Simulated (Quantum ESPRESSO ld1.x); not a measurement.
Question: The mean radii <r> (bohr) of the occupied orbitals of an atom or ion are listed with their occupations. Method: Dirac Kohn-Sham, PBE, spin-unpolarised, spherical densities, point nucleus; computed with ld1.x of Quantum ESPRESSO 7.5.

| orbital | occ. | <r> |
|---|---|---|
| 1s1/2 | 2 | 0.01605 |
| 2s1/2 | 2 | 0.06689 |
| 2p1/2 | 2 | 0.05488 |
| 2p3/2 | 4 | 0.06380 |
| 3s1/2 | 2 | 0.1727 |
| 3p1/2 | 2 | 0.1632 |
| 3p3/2 | 4 | 0.1789 |
| 3d3/2 | 4 | 0.1553 |
| 3d5/2 | 6 | 0.1600 |
| 4s1/2 | 2 | 0.3564 |
| 4p1/2 | 2 | 0.3533 |
| 4p3/2 | 4 | 0.3780 |
| 4d3/2 | 4 | 0.3678 |
| 4d5/2 | 3 | 0.3747 |

Name the element and its charge. Open shells, if any, fill j = l - 1/2 first.

Answer: Z = 82, lead, charge +39: Pb39+ in [Kr] 4d7. The 1s radius gives Z: for a bare nucleus <r> = (2 gamma + 1)/(2Z) with gamma = sqrt(1 - (Z/c)^2), 0.01587 bohr for Z = 82, and screening makes it slightly larger (0.01605 here). The occupations add up to 43, and the charge is Z minus that.
